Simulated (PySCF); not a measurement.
**AlTl and its ions**

PBE0; Al def2-SVPD, Tl def2-SVPD with ECP60; scalar-relativistic core potentials (PySCF 2.14). Neutral (UKS): triplet (σ ↑, π ↑), Re = 2.926 Å, ωe = 182 cm⁻¹, De = 1.36 eV, HOMO -4.16 eV, LUMO -2.66 eV.

AlTl⁺ (UKS): doublet (σ ↑), Re = 3.474 Å, ωe = 104 cm⁻¹. The energies at the minima are -414.71041 hartree for AlTl and -414.50448 for AlTl⁺.

Problem. Work out the adiabatic ionisation energy, without and with harmonic zero-point energies (1 hartree = 27.2114 eV, 1 eV = 8065.5 cm⁻¹), and the change of the bond length.

Solution. At PBE0: 0.20593 hartree = 5.604 eV between the minima; the zero-point term (104.0 − 182.0)/2 cm⁻¹ = -0.005 eV makes it 5.599 eV. Re changes by +54.8 pm against the neutral. The electron leaves a π orbital, and the ion is left as a loose complex of an ion and an atom.

AlTl⁻ (UKS): quartet (σ ↑, π ↑↑), Re = 2.719 Å, ωe = 226 cm⁻¹. The energies at the minima are -414.71041 hartree for AlTl and -414.75556 for AlTl⁻.

Problem. Work out the adiabatic electron affinity, without and with harmonic zero-point energies (1 hartree = 27.2114 eV, 1 eV = 8065.5 cm⁻¹), and the change of the bond length.

Solution. At PBE0: 0.04515 hartree = 1.229 eV between the minima; the zero-point term (182.0 − 226.0)/2 cm⁻¹ = -0.003 eV makes it 1.226 eV. Re changes by -20.7 pm against the neutral. The electron enters a π orbital, and the shorter bond of the ion fits a bonding orbital, or a change in how ionic the bond is.

Spin–orbit coupling is left out, which matters for elements this heavy, above all for dissociation energies. The highest Kohn–Sham level is positive in this anion. Much of that is self-interaction error, but it also means that the finite basis helps to hold the extra electron. States were picked by a PBE0 search and need not be the measured ground states.
